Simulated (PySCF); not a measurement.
**Gas-phase thermal properties of YF3**

Computed with PySCF (xtb for GFN2) and rigid-rotor harmonic-oscillator thermochemistry at 1 bar. All species are closed-shell singlets. Y: scalar-relativistic def2 core potential, no spin-orbit coupling. The harmonic model lacks anharmonicity and excited electronic states, which grow with temperature; levels with a mode under 35 cm⁻¹ are left out. Soft modes under 120 cm⁻¹ make the harmonic entropy rough for YF3. Warning, point group unlike the PBE0 one: YF3 (GFN2-xTB, PBE/def2-SVP).

```tsv
level	point group	σ	ZPE (kJ/mol)	S°298 (J/mol/K)	Cp298 (J/mol/K)	S°1000 (J/mol/K)	H1000 − H298 (kJ/mol)
GFN2-xTB	C3v	3	9.4	318.2	76.2	415.4	56.8
PBE/def2-SVP	C3v	3	12.8	322.9	70.3	416.6	55.1
PBE0/def2-TZVP	D3h	6	12.4	318.5	70.9	412.6	55.3
```
σ: rotational symmetry number. Electronic degeneracy used: 1. Frequencies are unscaled.
